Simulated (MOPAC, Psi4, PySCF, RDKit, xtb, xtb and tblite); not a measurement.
Torsional profile of C4H14Si2, SMILES C[SiH2][SiH2]C(C)C. Scanned: dihedral Si2–Si3–C4–C5; all other coordinates were relaxed at GFN2-xTB.

Geometry of the scan point at -30° (Å):
```
20

C      3.4287    -0.1085     0.1226
Si     1.6522    -0.5692    -0.3674
Si     0.1600     0.8461     0.7002
C     -1.6646     0.4402     0.2651
C     -1.7910    -0.1482    -1.1370
C     -2.2678    -0.5285     1.2788
H      4.1585    -0.7494    -0.3632
H      3.6564     0.9169    -0.1545
H      3.5768    -0.1967     1.1951
H      1.5788    -0.5024    -1.8363
H      1.4628    -1.9923    -0.0340
H      0.3789     2.2521     0.3108
H      0.2679     0.8421     2.1688
H     -2.2513     1.3639     0.2969
H     -1.3780     0.5283    -1.8831
H     -2.8367    -0.3286    -1.3871
H     -1.2589    -1.0958    -1.2052
H     -1.7153    -1.4669     1.2867
H     -2.2412    -0.1083     2.2817
H     -3.3059    -0.7514     1.0318
```

GFN2-xTB (xtb and tblite); MMFF94 // GFN2-xTB (RDKit); B3LYP/def2-SVP // GFN2-xTB (Psi4); B3LYP-D3(BJ)/def2-SVP // GFN2-xTB (Psi4); PBE/def2-SVP // GFN2-xTB (Psi4); PBE-D3(BJ)/def2-SVP // GFN2-xTB (Psi4); UFF // GFN2-xTB (RDKit); AM1, restricted, heats of formation // GFN2-xTB (MOPAC); PM6, restricted, heats of formation // GFN2-xTB (MOPAC); GFN1-xTB // GFN2-xTB (xtb); RKS-B3LYP/6-31G* = PySCF with restricted B3LYP/6-31G*, spherical d, density fitting // GFN2-xTB; RMP2/3-21G = restricted MP2 (frozen core)/3-21G // GFN2-xTB (PySCF); RKS-M06-2X/6-31G* = PySCF 2.14.0 with restricted M06-2X/6-31G*, spherical d, density fitting // GFN2-xTB; RKS-BP86/6-31G* = restricted BP86/6-31G*, spherical d, density fitting // GFN2-xTB (PySCF).

Least-squares fit of E(φ) = a0 + Σ (a_n cos nφ + b_n sin nφ), n = 1 to 4, to the 12 scan points, in kJ/mol above the lowest point of each profile (levels whose profile four harmonics don't fit are not listed):

```tsv
method	a0	a1	b1	a2	b2	a3	b3	a4	b4	rms of fit
GFN2-xTB	4.23	-0.48	0.88	0.14	0.21	3.08	-0.29	0.03	-0.09	0.12
MMFF94	4.92	1.51	-2.76	1.23	1.89	4.26	-0.61	-0.06	0.14	0.23
B3LYP/def2-SVP	4.07	0.37	-0.62	0.09	0.09	3.85	-0.63	-0.05	0.01	0.16
B3LYP-D3(BJ)/def2-SVP	4.26	-0.28	0.59	-0.08	-0.15	4.07	-0.61	-0.03	0.01	0.18
PBE/def2-SVP	3.98	0.12	-0.16	-0.01	-0.04	3.94	-0.62	-0.04	0.00	0.17
PBE-D3(BJ)/def2-SVP	4.20	-0.25	0.53	-0.09	-0.16	4.07	-0.61	-0.03	0.00	0.18
UFF	5.52	0.26	-0.48	0.55	0.91	5.04	-0.46	0.00	0.04	0.04
AM1	2.34	0.73	-1.35	0.88	1.23	2.35	-0.16	0.01	-0.16	0.12
PM6	2.74	-0.21	0.41	0.20	0.23	2.21	-0.33	-0.07	0.07	0.10
GFN1-xTB	3.34	-0.78	1.45	-0.48	-0.72	2.93	-0.35	0.06	-0.17	0.32
RKS-B3LYP/6-31G*	3.65	0.44	-0.76	0.15	0.19	3.38	-0.51	-0.04	-0.01	0.13
RMP2/3-21G	4.97	-0.24	0.45	0.27	0.38	4.22	-0.46	0.02	-0.14	0.21
RKS-M06-2X/6-31G*	3.63	-0.34	0.64	-0.16	-0.25	3.62	-0.41	-0.03	0.01	0.26
RKS-BP86/6-31G*	3.55	0.36	-0.62	0.11	0.14	3.36	-0.49	-0.02	-0.03	0.16
```

MMFF94 has few fitted parameters for silicon.
